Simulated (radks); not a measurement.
Values are calculated unless marked as measured or tabulated.
Valence configurations of Te+ (all share [Kr]). Code: a radial shooting solver on a logarithmic mesh with Libxc functionals. Model: Dirac Kohn-Sham, LDA (Slater exchange, Perdew-Wang correlation), spin-unpolarised, spherical densities, point nucleus; open shells are shared between the two j in proportion to 2j + 1. Energies are relative to 4d10 5s2 5p3; eigenvalues in eV.

| valence | E (eV) | e(4d3/2) | e(4d5/2) | e(5p1/2) | e(5p3/2) | e(5s1/2) |
|---|---|---|---|---|---|---|
| 4d10 5s2 5p3 | 0.000 | -51.592 | -50.113 | -14.550 | -13.591 | -23.715 |
| 4d10 5s1.5 5p3.5 | 4.925 | -52.273 | -50.791 | -14.869 | -13.891 | -24.113 |
| 4d10 5s1 5p4 | 9.896 | -52.941 | -51.457 | -15.179 | -14.183 | -24.500 |
| 4d10 5s0.5 5p4.5 | 14.910 | -53.597 | -52.111 | -15.481 | -14.467 | -24.878 |
| 4d9.5 5s2 5p3.5 | 19.035 | -54.889 | -53.377 | -15.321 | -14.292 | -24.810 |
| 4d10 5p5 | 19.967 | -54.242 | -52.753 | -15.777 | -14.745 | - |
| 4d9 5s2 5p4 | 39.348 | -58.181 | -56.636 | -16.078 | -14.978 | -25.879 |
| 4d9 5s1 5p5 | 49.965 | -59.448 | -57.899 | -16.664 | -15.529 | -26.605 |
| 4d9 5p6 | 60.742 | -60.676 | -59.123 | -17.226 | -16.056 | - |
| 4d8 5s2 5p5 | 83.832 | -64.758 | -63.147 | -17.553 | -16.314 | -27.952 |

NIST lists [Kr] 4d10 5s2 5p3 as the ground configuration; this level of theory agrees among the configurations tried. The energies are those of spherical spin-averaged densities, not of single terms.
